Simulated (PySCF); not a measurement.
Species: C₆H₁₁N₃.
Bonds: C1–C2, C2–C3, C2–C4, C2–C5, C5–C6 (aromatic), C6–N7 (aromatic), N7–N8 (aromatic), N8–N9 (aromatic), C5–N9 (aromatic). Hydrogens: H10, H11, H12 on C1; H13, H14, H15 on C3; H16, H17, H18 on C4; H19 on C6; H20 on N8.

Level: PBE0/def2-SVPD in PySCF, non-relativistic, on one gas-phase PBE0-D3(BJ)/def2-SVP geometry that isn't relaxed in the solvent. The solvent is an IEF-PCM continuum (van der Waals radii × 1.2), and excitations are vertical TDDFT with non-equilibrium linear response and a frozen core. Specific hydrogen bonds and non-electrostatic terms are outside this model.

Gas-phase singlets (H = HOMO, L = LUMO):

```
state  E (eV)  λ (nm)      f  leading configuration
   S1   6.439     193  0.001              H-2→L 98%
   S2   6.543     189  0.102                H→L 91%
   S3   7.121     174  0.010              H-3→L 90%
   S4   7.301     170  0.017              H→L+1 92%
   S5   7.487     166  0.011              H-1→L 73%
```

Task: How does the list change in chloroform (ε = 4.711)?

Result: 
```
state  E (eV)  λ (nm)      f  leading configuration  change by rank (eV)
   S1   6.446     192  0.142                H→L 93%               +0.007
   S2   6.545     189  0.001              H-2→L 96%               +0.002
   S3   7.128     174  0.013              H-3→L 87%               +0.007
   S4   7.386     168  0.031              H→L+1 92%               +0.085
   S5   7.455     166  0.020              H-1→L 73%               -0.032
```

Task: The ground-state energy changes by -0.216 eV from gas to chloroform. By how much does the total energy of gas-phase S2 change?

Result: E(S2) = E(S0) + excitation energy, so it changes by -0.216 − 0.097 = -0.313 eV: it is lowered more than the ground state, which is what a red shift means. This is the vertical state, with the slow part of the continuum still set for S0.

Task: How do the frontier levels move from gas to chloroform?

Result: 
```csv
orbital,gas (eV),solvent (eV),change (eV),"Löwdin shares, gas","Löwdin shares, solvent"
LUMO+2,1.28,1.34,+0.06,"H20 59 %, N8 21 %, N7 4 %, N9 4 %","C6 26 %, C5 26 %, N9 11 %, N7 11 %"
LUMO+1,0.70,0.83,+0.13,"C4 14 %, C3 10 %, C1 10 %, C6 8 %","C4 12 %, C3 11 %, C1 11 %, C6 9 %"
LUMO,-0.17,-0.20,-0.03,"N7 26 %, N9 25 %, N8 21 %, C6 10 %","N7 26 %, N9 25 %, N8 21 %, C6 10 %"
HOMO,-7.61,-7.59,+0.02,"C5 25 %, N8 24 %, C6 20 %, N9 9 %","C5 25 %, N8 24 %, C6 20 %, N9 8 %"
HOMO-1,-8.33,-8.41,-0.08,"N7 32 %, N9 29 %, C6 18 %, N8 11 %","N7 31 %, N9 29 %, C6 17 %, N8 11 %"
HOMO-2,-8.56,-8.70,-0.14,"N9 40 %, N7 39 %, C5 5 %, C6 5 %","N9 44 %, N7 34 %, C5 6 %, C6 5 %"
HOMO-3,-8.92,-8.92,0.00,"N7 17 %, N9 13 %, C2 12 %, C6 10 %","N7 20 %, C2 14 %, C6 10 %, C5 9 %"
```

The HOMO–LUMO gap goes from 7.44 to 7.38 eV. Rows go by rank; for LUMO+2 the atom shares or the degeneracy differ between the runs, so the row needn't follow one orbital.

Conformer computed: `[CH3:1][C:2]([CH3:3])([CH3:4])[c:5]1[cH:6][n:7][nH:8][n:9]1`: C1–C2–C5–C6 127°.
